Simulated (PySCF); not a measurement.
PySCF input (B3PW91/6-31G* (5d)):

```python
from pyscf import gto, dft

mol = gto.M(
    atom='''
    C     1.68921100   -0.38959500   -0.52708400
    C     0.75462200    0.15395700    0.24251600
    C    -0.62612700    0.49238900   -0.22442500
    O    -1.62950200   -0.17134000    0.54492700
    H     1.50020700   -0.61143900   -1.57187200
    H     2.67602000   -0.62453300   -0.14926200
    H     0.95992000    0.36218300    1.28875800
    H    -0.72965400    0.26416300   -1.29209100
    H    -0.82542400    1.55786500   -0.09042600
    H    -1.45128400   -1.11802300    0.50942900
    ''',
    basis='6-31g*',
    charge=0,
    spin=0,
    verbose=4,
)

mf = dft.RKS(mol, xc='b3pw91')
mf.grids.level = 3
mf.conv_tol = 1e-9
mf.max_cycle = 100
mf.max_memory = 1500
mf.kernel()
if not mf.converged:
    mf = mf.newton()
    mf.kernel(mf.make_rdm1())
mf.dip_moment()
```

Output:

```
PySCF version 2.14.0

[INPUT] verbose = 4
[INPUT] num. atoms = 10
[INPUT] num. electrons = 32
[INPUT] charge = 0
[INPUT] spin (= nelec alpha-beta = 2S) = 0
[INPUT] symmetry False subgroup None
[INPUT] Mole.unit = angstrom
[INPUT] Symbol           X                Y                Z      unit          X                Y                Z       unit  Magmom
[INPUT]  1 C      1.689211000000  -0.389595000000  -0.527084000000 AA    3.192146156603  -0.736227849500  -0.996044404640 Bohr   0.0
[INPUT]  2 C      0.754622000000   0.153957000000   0.242516000000 AA    1.426028907572   0.290936564960   0.458288820825 Bohr   0.0
[INPUT]  3 C     -0.626127000000   0.492389000000  -0.224425000000 AA   -1.183208549196   0.930480356748  -0.424101785506 Bohr   0.0
[INPUT]  4 O     -1.629502000000  -0.171340000000   0.544927000000 AA   -3.079312499431  -0.323785674183   1.029762787881 Bohr   0.0
[INPUT]  5 H      1.500207000000  -0.611439000000  -1.571872000000 AA    2.834980360155  -1.155452251878  -2.970407582872 Bohr   0.0
[INPUT]  6 H      2.676020000000  -0.624533000000  -0.149262000000 AA    5.056944903859  -1.180196325753  -0.282064300805 Bohr   0.0
[INPUT]  7 H      0.959920000000   0.362183000000   1.288758000000 AA    1.813985901492   0.684426676973   2.435399660842 Bohr   0.0
[INPUT]  8 H     -0.729654000000   0.264163000000  -1.292091000000 AA   -1.378846225693   0.499195722243  -2.441698118015 Bohr   0.0
[INPUT]  9 H     -0.825424000000   1.557865000000  -0.090426000000 AA   -1.559825296643   2.943938189046  -0.170880374540 Bohr   0.0
[INPUT] 10 H     -1.451284000000  -1.118023000000   0.509429000000 AA   -2.742529288963  -2.112757270965   0.962681289911 Bohr   0.0

nuclear repulsion = 116.844619778874
number of shells = 36
number of NR pGTOs = 132
number of NR cGTOs = 68
basis = 6-31g*
ecp = {}

******** <class 'pyscf.dft.rks.RKS'> ********
method = RKS
initial guess = minao
damping factor = 0
level_shift factor = 0
DIIS = <class 'pyscf.scf.diis.CDIIS'>
diis_start_cycle = 1
diis_space = 8
diis_damp = 0
SCF conv_tol = 1e-09
SCF conv_tol_grad = None
SCF max_cycles = 100
direct_scf = True
direct_scf_tol = 1e-13
XC library pyscf.dft.libxc version 7.1.2
    S. Lehtola, C. Steigemann, M. J. T. Oliveira, and M. A. L. Marques,  SoftwareX 7, 1–5 (2018)
XC functionals = b3pw91
    A. D. Becke,  J. Chem. Phys. 98, 5648 (1993)
radial grids:
    Treutler-Ahlrichs [JCP 102, 346 (1995); DOI:10.1063/1.469408] (M4) radial grids

becke partition: Becke, JCP 88, 2547 (1988); DOI:10.1063/1.454033
pruning grids: <function nwchem_prune>
grids dens level: 3
symmetrized grids: False
atomic radii adjust function: <function treutler_atomic_radii_adjust>
small_rho_cutoff = 0
Set gradient conv threshold to 3.16228e-05
Initial guess from minao.
tot grids = 115288
init E= -193.299019467422
  HOMO = -0.321563592379579  LUMO = -0.0830330624030893  gap/eV = 6.49075
cycle= 1 E= -192.948318914292  delta_E= 0.351  |g|= 0.646  |ddm|= 2.73
  HOMO = -0.125866668360684  LUMO = 0.0510850347209462  gap/eV = 4.81510
cycle= 2 E= -192.875608394561  delta_E= 0.0727  |g|= 0.903  |ddm|= 1.23
  HOMO = -0.254634106852002  LUMO = 0.0168760137668764  gap/eV = 7.38817
cycle= 3 E= -193.031262378458  delta_E= -0.156  |g|= 0.0943  |ddm|= 0.771
  HOMO = -0.263365672371316  LUMO = 0.00249261840131387  gap/eV = 7.23437
cycle= 4 E= -193.033268290245  delta_E= -0.00201  |g|= 0.0222  |ddm|= 0.106
  HOMO = -0.261444464617678  LUMO = 0.00664736949540634  gap/eV = 7.29515
cycle= 5 E= -193.033393656551  delta_E= -0.000125  |g|= 0.00496  |ddm|= 0.0236
  HOMO = -0.261555570328627  LUMO = 0.00638683280531582  gap/eV = 7.29108
cycle= 6 E= -193.033397157507  delta_E= -3.5e-06  |g|= 0.00329  |ddm|= 0.00648
  HOMO = -0.261698215928734  LUMO = 0.00630680604240075  gap/eV = 7.29279
cycle= 7 E= -193.033400026285  delta_E= -2.87e-06  |g|= 0.000263  |ddm|= 0.00292
  HOMO = -0.261699423445588  LUMO = 0.00632133284725711  gap/eV = 7.29322
cycle= 8 E= -193.033400042625  delta_E= -1.63e-08  |g|= 7.45e-05  |ddm|= 0.000323
  HOMO = -0.261699887504101  LUMO = 0.0063195912542624  gap/eV = 7.29318
cycle= 9 E= -193.033400043828  delta_E= -1.2e-09  |g|= 2.76e-05  |ddm|= 8.33e-05
  HOMO = -0.261701297619089  LUMO = 0.00631966647128879  gap/eV = 7.29322
cycle= 10 E= -193.033400044015  delta_E= -1.87e-10  |g|= 3.05e-06  |ddm|= 2.61e-05
  HOMO = -0.261700723395478  LUMO = 0.00631942473734304  gap/eV = 7.29320
Extra cycle  E= -193.033400044015  delta_E= 4.55e-13  |g|= 3.54e-06  |ddm|= 6.73e-06
converged SCF energy = -193.033400044015
Dipole moment(X, Y, Z, Debye):  1.22594, -0.77504, -0.66618
```

The geometry given is a B3LYP-D3(BJ)/def2-TZVP minimum.
